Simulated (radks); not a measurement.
Values are calculated unless marked as measured or tabulated.
Task: These are the eigenvalues of the occupied orbitals of an atom or ion with whole-number occupations (Ry). Level of theory: non-relativistic Kohn-Sham, r2SCAN, spin-polarised, spherical densities, point nucleus; meta-GGA in the generalised Kohn-Sham scheme (a radial shooting solver on a logarithmic mesh with Libxc functionals).

1s down: -554.2304
1s up: -554.2297
2s up: -65.64436
2s down: -65.49123
2p up: -56.86134
2p down: -56.74691
3s up: -7.73588
3s down: -7.42002
3p up: -5.07435
3p down: -4.75983
3d up: -0.75684
3d down: -0.47166
4s up: -0.42802
4s down: -0.39000

Which element is it, and in what charge state? The configuration may be excited. Open shells, if any, are filled with parallel spins first.

Result: Z = 27, cobalt, charge 0: Co in [Ar] 3d7 4s2. The list shows which subshells hold electrons but not how many an open one holds; the 1s level, -277.12 hartree, gives Z - s = 23.5 by -(Z - s)^2/2, which with screening narrows Z to a few neighbours, and the depths of the outer levels then fix element, charge and occupations together.
